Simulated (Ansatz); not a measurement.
Be₄Se₅: single points at one geometry.

```yaml
crystal:
  periodic: [false, false, false]
  atoms:
    - {symbol: Be, position_ang: [-1.550978, -1.227522, 0.439586]}
    - {symbol: Be, position_ang: [0.983645, -1.374917, -0.179524]}
    - {symbol: Be, position_ang: [-1.433824, 1.425632, 0.131723]}
    - {symbol: Be, position_ang: [1.097616, 1.206572, -0.479078]}
    - {symbol: Se, position_ang: [-2.460190, 0.278308, 1.462150]}
    - {symbol: Se, position_ang: [2.738367, -0.210737, -0.774036]}
    - {symbol: Se, position_ang: [-0.350353, 2.410464, -1.267096]}
    - {symbol: Se, position_ang: [-0.571442, -2.596402, -0.686092]}
    - {symbol: Se, position_ang: [1.547149, 0.088611, 1.352377]}
basis:
  gaussian: {orbitals: def2-TZVP, initial_orbitals: start.molden}
correlation: {method: mp2}
scf: {omitted_lower_state_checks: [starts]}
output: {orbitals: {seedname: orbitals}}
```

The file start.molden holds the orbitals of an earlier run on this structure, at another level or in another basis.

```sh
$ ansatz run in.yaml --threads 2 --pin off --events-out ev --progress --plain --max-ram 32768MiB --backend cuda --devices 0, --max-vram 18GiB
```

Shortened log:

```
Functional definition: HF
2244 factors; integrals over basis functions are off by at most 6.0e-4 eV
mean field evaluation 1: about -328115.9976 eV, gradient 5.1e1 eV
mean field evaluation 2: about -328117.7079 eV, gradient 2.3e0 eV
mean field evaluation 4: about -328119.2922 eV, gradient 4.0e0 eV
mean field evaluation 8: about -328119.3553 eV, gradient 3.3e-3 eV
mean field -328119.35528614 eV, -12058.1638994787 hartree, gradient 2.5e-6 eV, S^2 0.000000; 0 other end points of the search recorded, 0 dependent functions left out
45 core orbitals not correlated: weight in the atoms' cores, before any rotation towards them, 1.000 or more for the frozen orbitals, at most 0.000 for the correlated occupied ones
reference -328119.35528614 eV, -12058.1638994787 hartree; 48, 48 occupied and 223, 223 virtual orbitals, 2244 factors
second order -43.76667137 eV of doubles, -0.00000000 eV of singles
Total energy: -328163.12195751 eV, -12059.7722949853 hartree
Checks for a lower state left out: starts
```

It took 12 s on 2 threads of AMD EPYC 7R13 on a shared host and a share (18 GiB) of an NVIDIA H100 80GB HBM3, peak host memory 0.85 GiB.

As the first input, with `hamiltonian: {xc: pbe, dispersion: d4}`, `output: {forces: true, orbitals: {seedname: orbitals}}` and without the key `correlation` (abridged; 11 s):

```
Functional definition: PBE
mean field -328311.66357177 eV, -12065.2310986244 hartree, gradient 2.4e-5 eV, S^2 0.000000
Total energy: -328312.25757660 eV, -12065.2529278992 hartree
Atom 0 force     0.112406     0.064129    -0.036541 eV/Å
Atom 1 force    -0.012133     0.193440     0.036132 eV/Å
Atom 2 force     0.106065    -0.080256    -0.019866 eV/Å
Atom 3 force    -0.028535    -0.178209     0.079221 eV/Å
Atom 4 force    -0.157750     0.027096     0.173645 eV/Å
Atom 5 force     0.147450    -0.027008    -0.176610 eV/Å
Atom 6 force    -0.025175     0.159181    -0.131840 eV/Å
Atom 7 force    -0.040243    -0.182382    -0.092284 eV/Å
Atom 8 force    -0.102086     0.024010     0.168142 eV/Å
Dipole moment:     0.466461    -0.004909     0.135259 e Å
Checks for a lower state left out: starts
```

First input, but with `hamiltonian: {xc: {name: BLYP}, dispersion: d4}` and without the key `correlation` (abridged; 14 s):

```
Functional definition: BLYP
mean field -328367.70250803 eV, -12067.2904915472 hartree, gradient 6.9e-5 eV, S^2 0.000000
Total energy: -328368.92326386 eV, -12067.3353534964 hartree
Checks for a lower state left out: starts
```

The first input with `hamiltonian: {xc: {name: wB97M-V}}` and without the key `correlation` (abridged; 14 s):

```
Functional definition: wB97M-V
mean field -328345.49387447 eV, -12066.4743393176 hartree, gradient 1.7e-5 eV, S^2 0.000000
Total energy: -328345.49393522 eV, -12066.4743415501 hartree
Checks for a lower state left out: starts
```

The first input with `hamiltonian: {xc: pbe0, dispersion: d4}` and without the key `correlation` (abridged; 17 s):

```
Functional definition: PBE0
mean field -328322.78158176 eV, -12065.6396779551 hartree, gradient 2.1e-5 eV, S^2 0.000000
Total energy: -328323.31261674 eV, -12065.6591931307 hartree
Checks for a lower state left out: starts
```

First input, but with `hamiltonian: {xc: r2scan, dispersion: d4}` and without the key `correlation` (abridged; 15 s):

```
Functional definition: r2SCAN
mean field -328361.75865625 eV, -12067.0720590234 hartree, gradient 1.3e-5 eV, S^2 0.000000
Total energy: -328361.90117482 eV, -12067.0772964840 hartree
Checks for a lower state left out: starts
```

Geometry: PBE0-D4/def2-SVP.

Correlated methods freeze 45 core orbitals; core or outer-core shells of Se are correlated, in sets that lack core-valence functions. Another isomer (singlet) lies 0.99 eV lower at PBE0-D4/def2-TZVP; other spin states weren't run for this one.
